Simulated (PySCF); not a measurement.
# Identify the compound

An unknown has the formula C₁₂H₁₀. Its calculated NMR data are:

¹H NMR (300 MHz, computed): δ 7.50 (m, 4H), 7.42 (m, 4H), 7.32 (m, 2H).

¹³C{¹H} NMR (computed): δ 149.2 (C), 134.7 (CH), 133.7 (CH), 133.1 (CH).

All values are calculated (PySCF 2.14.0 with density-fitted response routines): J couplings at B3LYP/pcJ-1 (without the spin–dipole term), GIAO B3LYP/pcSseg-1 shieldings, coordinates at the PBE0-D3(BJ)/def2-SVP level. Gas phase, rapidly exchanging positions averaged, non-relativistic Hamiltonian, one conformer.

Chemical shifts δ = σref − σ; ¹H, ¹³C against TMS, all at this level.

Q: Deduce the structure.

A: 
1. Rings plus π bonds: 8 (2 rings in the answer).
2. 4 carbon signals for 12 carbons: some carbons are equivalent by symmetry or fast rotation.
3. Carbon types of the structure: 2 × C, 10 × CH, which accounts for all hydrogens.
4. δC 149.2: substituted aromatic carbon.
5. δC 134.7, 133.7, 133.1: aromatic CH; the aromatic region.
6. δH 7.50, 7.42, 7.32: hydrogen on an aromatic CH; it sits in the deshielding region of the aromatic ring current.

The compound is `c1ccc(-c2ccccc2)cc1`.

The data come from this structure; uniqueness wasn't tested.

Splittings below 1 Hz are ignored in the labels, and close J values are merged. Couplings among chemically equivalent protons are left out too, so labels in AA′BB′ or AA′XX′ sets are apparent multiplicities. Unscaled 3J(H,H) at this level run about 10 % above measured values. Shifts are as computed. Against solution values, carbons near 30 ppm lie about +2 ppm off and those near 130 ppm about +6 ppm. Of 1313 compounds with measured shifts, 239 miss one by over three times the rms of a fit or turn the order of signals round; such compounds aren't used in these exercises.
